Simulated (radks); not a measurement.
Spherical jellium clusters: N electrons in a uniform positive sphere of charge N and radius rs N^(1/3), rs = 4.63 bohr. Calculated with a radial shooting solver with Libxc functionals: non-relativistic Kohn-Sham, LDA (Slater exchange, Perdew-Wang correlation), spin-polarised, spherical densities. Levels are named by radial order and angular momentum (1s, 1p, 1d, 2s, ...), and open shells are averaged over m.

N = 17, configuration 1s2 1p6 1d(up 5, down 4). This is the lowest configuration that the search found. Occupied and some empty levels:

level    occupation  eigenvalue (eV)  <r> (bohr)
1s up             1          -4.2492       7.256
1s down           1          -4.1975       7.182
1p up             3          -3.5813       8.741
1p down           3          -3.5162       8.731
1d up             5          -2.7664       9.745
1d down           4          -2.6995       9.765
2s up             0          -2.4452       8.012
2s down           0          -2.4152       8.062
1f up             0          -1.8250       10.64
1f down           0          -1.7620       10.68
2p up             0          -1.3595       9.963
2p down           0          -1.3266       10.00

Energy (eV): total -31.3620, kinetic 22.745, external -785.29, Hartree 389.75, exchange-correlation -54.916, background 396.34.
